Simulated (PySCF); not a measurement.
Isomers of H6Si4. Gas-phase values, no solvent. One relaxed conformer stands for each flexible species; it need not be the lowest. Strings in code marks are SMILES.

Computed with PBE0-D3(BJ)/def2-TZVP (PySCF). 

```
species                                               HOMO (eV)  dipole moment (D)  HOMO–LUMO gap (eV)
----------------------------------------------------  ---------  -----------------  ------------------
`[SiH3][SiH]1[SiH]=[SiH]1`                                -6.07               0.70                 [?]
`[SiH]1=[SiH][SiH2][SiH2]1`                               -6.15                [?]                4.17
`[SiH2]1[Si](=[SiH]1)[SiH3]`                              -6.11               0.90                4.12
`[SiH2]=[SiH][SiH]=[SiH2]` (Si–Si–Si–Si torsion 64°)      -5.70                  –                3.13
```

Task: What belongs in the gaps?

Result: 
- `[SiH3][SiH]1[SiH]=[SiH]1`, HOMO–LUMO gap (eV): 4.20
- `[SiH]1=[SiH][SiH2][SiH2]1`, dipole moment (D): 0.41
